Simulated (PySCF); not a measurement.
**From computed data to an observable: entropy of an ideal gas**

Cd(Br)(NH2) (BrCdH2N), SMILES [NH2][Cd][Br].

Geometry optimised at PBE-D3(BJ)/def2-TZVP. The def2 effective core potentials stand for the cores of Cd; spin–orbit coupling is left out. One conformer was computed; it need not be the lowest.

PBE-D3(BJ)/def2-TZVP (PySCF) gives the harmonic wavenumbers 103, 103, 242, 531, 674, 822, 1511, 3372, 3465 cm⁻¹ and the rotational temperatures 12.2335, 0.0583, 0.0582 K. The molar mass is 208.34 g/mol, the symmetry number 1, the spin multiplicity 1.

Problem. Work out the entropy at 298.15 K and 1 atm in the rigid-rotor, harmonic-oscillator model.

Solution. 
Translation (Sackur–Tetrode at 1 atm): S = R[1.5 ln M + 2.5 ln T − 1.16487] = 175.3 J/(mol K).
Rotation: q = (√π/σ) T^1.5/√(θA θB θC) = 44800, S = R[ln q + 3/2] = 101.5 J/(mol K).
Vibration: with u = 1.4388 ν/T, each mode gives R[u/(e^u − 1) − ln(1 − e^−u)]:
```
ν (cm⁻¹)  modes     u  S (J/(mol K))
--------  -----  ----  -------------
103           2  0.50          28.42
242           1  1.17           7.48
531           1  2.56           2.45
674           1  3.25           1.42
822           1  3.97           0.80
1511          1  7.29           0.05
```
The stiffer modes add less than 0.005 each. Sum 40.6 J/(mol K).
Spin: R ln 1 = 0.0 J/(mol K).
Total 317.5 J/(mol K); the program's own thermochemistry gives 317.5. Translation makes up 55 % and vibration 13 %. Anharmonicity, hindered rotation and orbital degeneracy are left out.
